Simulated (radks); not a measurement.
The numbers below are computed, except where a source is named.
Ar VII, configuration [Ne] 3s2. Level of theory: non-relativistic Kohn-Sham, PBEsol, spin-polarised, spherical densities, point nucleus (a radial shooting solver on a logarithmic mesh with Libxc functionals).

Normalised radial functions P(r) = r R(r), r in bohr:

r	2s	2p	3s
0.003946	0.1552	0.0028	0.0623
0.004976	0.1921	0.0044	0.0771
0.006275	0.2365	0.0069	0.0949
0.007914	0.2894	0.0108	0.1161
0.009981	0.3512	0.0169	0.1408
0.01259	0.4217	0.0262	0.1691
0.01587	0.4995	0.0405	0.2002
0.02002	0.5812	0.0621	0.2328
0.02504	0.6582	0.0931	0.2633
0.03158	0.7260	0.1398	0.2900
0.03983	0.7674	0.2070	0.3055
0.05023	0.7626	0.3012	0.3018
0.06335	0.6882	0.4287	0.2691
0.07989	0.5207	0.5940	0.1978
0.1007	0.2441	0.7964	0.0814
0.1271	-0.1398	1.0258	-0.0779
0.1602	-0.5989	1.2589	-0.2632
0.2005	-1.0495	1.4515	-0.4327
0.2528	-1.4284	1.5698	-0.5456
0.3188	-1.6187	1.5603	-0.5337
0.4021	-1.5616	1.4020	-0.3527
0.5071	-1.2780	1.1158	-0.0063
0.6395	-0.8713	0.7662	0.4317
0.8064	-0.4805	0.4396	0.8259
1.017	-0.2061	0.2026	1.0313
1.283	-0.0649	0.0709	0.9664
1.605	-0.0147	0.0185	0.6971
2.024	-0.0020	0.0030	0.3699
2.552	-0.0001	0.0003	0.1385
3.218	0.0000	0.0000	0.0338
4.059	0.0000	0.0000	0.0049

2s: eigenvalue -406.78 eV, 1 radial node at r = 0.118 bohr, <r> = 0.414 bohr, 90 % of the charge inside 0.645 bohr. 2p: eigenvalue -342.89 eV, 0 radial nodes, <r> = 0.374 bohr, 90 % of the charge inside 0.617 bohr. 3s: eigenvalue -115.54 eV, 2 radial nodes at r = 0.114, 0.509 bohr, <r> = 1.19 bohr, 90 % of the charge inside 1.74 bohr.
